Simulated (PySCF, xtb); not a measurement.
C₂H₅BO₃, SMILES C1B(O)OCO1. One conformer was computed; it need not be the lowest.

Harmonic wavenumbers (cm⁻¹) from xtb with GFN2-xTB at its own minimum, in rising order: 90, 188, 324, 404, 556, 602, 712, 799, 844, 914, 955, 1043, 1075, 1084, 1148, 1180, 1184, 1233, 1322, 1384, 1462, 1491, 2803, 2894, 2896, 2972, 3605.

Q: What does PBE-D3(BJ)/def2-SVP (PySCF) give at its own minimum? (Estimate from the structure and the level; the computed values follow.)

A: 162, 211, 346, 420, 557, 582, 705, 787, 863, 926, 939, 1005, 1088, 1121, 1161, 1192, 1215, 1286, 1385, 1406, 1464, 1494, 2868, 2899, 3010, 3041, 3725. Paired by order, the mean absolute difference is 33 cm⁻¹ and the zero-point energies are 50.3 and 51.3 kcal/mol.
